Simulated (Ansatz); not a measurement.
Breaking the Ge1–H2 bond in BrGeH (SMILES [GeH][Br]) (multiplicity 1 held, fragments rigid). Energies count from the point at 1.603 Å.
Geometry at that point (charge 0, multiplicity 1):
```xyz
3

Ge    -0.68565    -0.57868     0.82194
H     -1.72319    -1.07323    -0.29580
Br     0.67612     0.55974    -0.74304
```

Restricted levels (R-, RO-) in cc, def2 and unpolarised 6-31G sets keep to the state of the molecule at rest. Unrestricted levels (U-) break spin symmetry where that is lower. Levels need not reach the same state.

Run with Ansatz (a quantum-chemistry and plane-wave program). 

**Question.** One of these levels gives 69.21 kcal/mol for the energy at R = 5.130 Å. Name it.
A) U-B3LYP/cc-pVTZ
B) U-HF/cc-pVTZ
C) R-PBE/cc-pVTZ

**Answer.** A, U-B3LYP/cc-pVTZ. The others give 49.20 (U-HF/cc-pVTZ), 90.55 (R-PBE/cc-pVTZ)

Doubts at one or more of the structures used: a spin-contaminated determinant (U-HF/cc-pVTZ, U-B3LYP/cc-pVTZ); a restricted determinant that unrestricted orbitals would lower (R-PBE/cc-pVTZ).
